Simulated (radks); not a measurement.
Ionisation of neutral lead, [Hg] 6p2, to [Hg] 6p1 as the strength of local exchange is varied. All-electron calculation, scalar-relativistic Kohn-Sham, Slater X-alpha exchange (alpha = 2/3 is LDA exchange), no correlation, spin-polarised, spherical densities, finite nucleus; open shells are filled with parallel spins first (spin-orbit coupling, left out, can overturn this in heavy ions); Fermi nuclear charge, rms radius 5.5012 fm. Program: a radial shooting solver on a logarithmic mesh with Libxc functionals.

alpha  E(Pb) (hartree)  exchange (hartree)  IE (eV)  -e of the level emptied (eV)  <r> of it (bohr)
0.624      -20832.7106           -342.6461    6.057                    3.110 (6p)             3.484
0.667      -20856.4806           -366.6940    6.384                    3.397 (6p)             3.420
0.718      -20884.7097           -395.2885    6.782                    3.750 (6p)             3.349
0.755      -20905.2145           -416.0828    7.078                    4.014 (6p)             3.300
0.777      -20917.4165           -428.4666    7.257                    4.175 (6p)             3.272
0.78       -20919.0809           -430.1565    7.282                    4.197 (6p)             3.268
0.947      -21011.9539           -524.6528    8.705                    5.501 (6p)             3.078

NIST Atomic Spectra Database: 7.417 eV (measured). The Delta-SCF value meets it near alpha = 0.80. Open shells are spherical and high-spin; term and fine-structure splittings are not resolved. Spin-orbit splitting is averaged out at the scalar-relativistic level.
